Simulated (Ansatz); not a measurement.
Calculated with Ansatz (gas phase, PBE0-D4/def2-TZVP geometries, no zero-point term in ΔE). CCSD(T)/CBS is the MP2 limit (def2-TZVPP, def2-QZVPP) plus CCSD(T) − MP2 in def2-TZVPP, frozen cores. This one scheme is used for every species. Functionals use def2-TZVPP. One conformer a species, not always the lowest.

`F[SiH](F)S` + H₂O → `O[SiH](F)S` + H–F  (formal hydrolysis of the Si–F bond)

`F[SiH](F)S`:

Z-matrix (Å, degrees):
```
Si
F 1 1.585
S 1 2.104 2 111.3
F 1 1.585 2 105.3 3 120.8
H 1 1.470 2 109.7 3 -121.2
H 3 1.346 1 93.3 2 58.6
```

H₂O:

Z-matrix (Å, degrees):
```
O
H 1 0.960
H 1 0.960 2 105.1
```

`O[SiH](F)S`:

```xyz
7

O     1.191   -0.166    1.151
Si   -0.213   -0.181    0.335
F    -0.457   -1.563   -0.421
S    -0.166    1.345   -1.141
H     2.010   -0.127    0.654
H    -1.282   -0.042    1.336
H    -1.082    0.735   -1.913
```

H–F:

Cartesian coordinates in Å:
```
F -0.007 0.018 -0.460
H 0.007 -0.018 0.460
```

```
        level  ΔE (eV)
       PBE-D4     0.35
  HF/def2-SVP     0.38
HF/def2-QZVPP     0.44
 HF/CBS(def2)     0.44
```

**Question.** What does CCSD(T)/CBS give? (An estimate is asked.)

**Answer.** Ansatz gave: +0.37 eV. The listed levels differ from it by -0.02, 0.01, 0.07, 0.07 eV.

Largest T1 diagnostic among the species: 0.012.

In def2-TZVPP, CCSD(T) changes the Hartree–Fock value by −0.06 eV (the triples alone add −0.01 eV) and MP2 by −0.08 eV. Leaving LDA and LC-ωPBE aside and taking each functional with its dispersion term where it has one, the values, not all of them listed here, spread over 0.08 eV, from revPBE-D4 to B97M-V. LDA lies −0.05 eV from PBE without D4.
